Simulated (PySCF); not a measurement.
## Atomic charges by several schemes

Species: C2H8OS3Si2.
SMILES with atom numbers: `[OH:1][Si:2]1([S:3][SiH3:4])[S:5][CH2:6][CH2:7][S:8]1` (hydrogens: H9 on O1; H10, H11, H12 on Si4; H13, H14 on C6; H15, H16 on C7)

Structure used (GFN2-xTB), in Å, numbered top down from 1:
```
atom  x, y, z in Å
O1    -0.9682    1.4916   -0.6058
Si2   -0.2537    0.1442   -0.0440
S3    -1.8711   -0.9355    0.8126
Si4   -3.4701    0.4552    0.3892
S5     1.3601    0.6448    1.2842
C6     2.3984   -0.7298    0.6984
C7     2.4641   -0.7378   -0.8113
S8     0.8125   -0.9483   -1.5607
H9    -0.4650    2.1931   -1.0186
H10   -3.5585    0.6092   -1.0527
H11   -3.1781    1.6945    1.0892
H12   -4.6014   -0.2632    0.9535
H13    1.9807   -1.6602    1.0835
H14    3.3898   -0.5732    1.1226
H15    3.0687   -1.5722   -1.1653
H16    2.8843    0.1965   -1.1862
```

Density: PBE0/pcSseg-1 (PySCF); schemes: Mulliken, IAO, Hirshfeld and ESP-fitted. The structure is a single GFN2-xTB conformer in the gas phase; no vibrational or solvent corrections.

At which atom do the 4 schemes differ most?

At Si2: from +0.336 (Hirshfeld) to +0.974 e (IAO), 0.638 e apart.

Do the Mulliken, IAO, Hirshfeld and ESP-fitted schemes agree on where the charge is highest?

All schemes agree: Mulliken Si2 (+0.931); IAO Si2 (+0.974); Hirshfeld Si2 (+0.336); ESP-fitted Si2 (+0.624).

For which atoms does the sign change between the 4 schemes (beyond +0.03 e in one, beyond −0.03 e in another)?

For none.

What partial charge does each atom carry?

In e:

| atom | environment | Mulliken | IAO | Hirshfeld | ESP-fitted |
| --- | --- | --- | --- | --- | --- |
| O1 | silanol oxygen | -0.544 | -0.782 | -0.276 | -0.547 |
| Si2 | oxygen-bound silicon | +0.931 | +0.974 | +0.336 | +0.624 |
| S3 | sulfur bonded to 2 Si | -0.511 | -0.430 | -0.180 | -0.358 |
| Si4 | SiH3 silicon | +0.506 | +0.575 | +0.296 | +0.388 |
| S5 | sulfur bonded to C and Si | -0.243 | -0.190 | -0.095 | -0.234 |
| C6 | sp3 carbon bound to sulfur | -0.344 | -0.333 | -0.070 | -0.374 |
| C7 | sp3 carbon bound to sulfur | -0.303 | -0.331 | -0.073 | -0.107 |
| S8 | sulfur bonded to C and Si | -0.254 | -0.188 | -0.096 | -0.280 |
| H9 | hydroxyl hydrogen | +0.267 | +0.381 | +0.186 | +0.389 |
| H10 | Si–H hydrogen | -0.057 | -0.109 | -0.071 | -0.057 |
| H11 | Si–H hydrogen | -0.059 | -0.110 | -0.072 | -0.062 |
| H12 | Si–H hydrogen | -0.077 | -0.110 | -0.072 | -0.054 |
| H13 | methylene hydrogen | +0.180 | +0.159 | +0.043 | +0.192 |
| H14 | methylene hydrogen | +0.171 | +0.170 | +0.054 | +0.217 |
| H15 | methylene hydrogen | +0.171 | +0.168 | +0.052 | +0.154 |
| H16 | methylene hydrogen | +0.167 | +0.157 | +0.037 | +0.112 |

Mean size of the charges over all atoms: IAO 0.323 e, Mulliken 0.299 e, ESP-fitted 0.259 e, Hirshfeld 0.126 e. Each set sums to the total charge, 0, to within 0.001 e. The Hirshfeld scheme divides the density at each point in proportion to the densities of the neutral, spherically averaged free atoms. The Mulliken scheme gives each basis function's population to the atom it is centred on and halves the overlap population of two atoms between them.

How closely do the schemes follow one another over all atoms?

Correlation coefficient and root-mean-square difference: Mulliken with IAO 0.98, 0.078 e; IAO with Hirshfeld 0.97, 0.256 e; IAO with ESP-fitted 0.97, 0.135 e; Mulliken with ESP-fitted 0.96, 0.110 e; Mulliken with Hirshfeld 0.95, 0.227 e; Hirshfeld with ESP-fitted 0.95, 0.168 e.

Sum the charges by element, for elements with more than one atom.

```json
{"element": "Si", "atoms": "2", "Mulliken": "+1.437", "IAO": "+1.548", "Hirshfeld": "+0.632", "ESP-fitted": "+1.012"}
{"element": "S", "atoms": "3", "Mulliken": "-1.008", "IAO": "-0.808", "Hirshfeld": "-0.372", "ESP-fitted": "-0.872"}
{"element": "C", "atoms": "2", "Mulliken": "-0.647", "IAO": "-0.663", "Hirshfeld": "-0.143", "ESP-fitted": "-0.481"}
{"element": "H", "atoms": "8", "Mulliken": "+0.762", "IAO": "+0.705", "Hirshfeld": "+0.158", "ESP-fitted": "+0.889"}
```
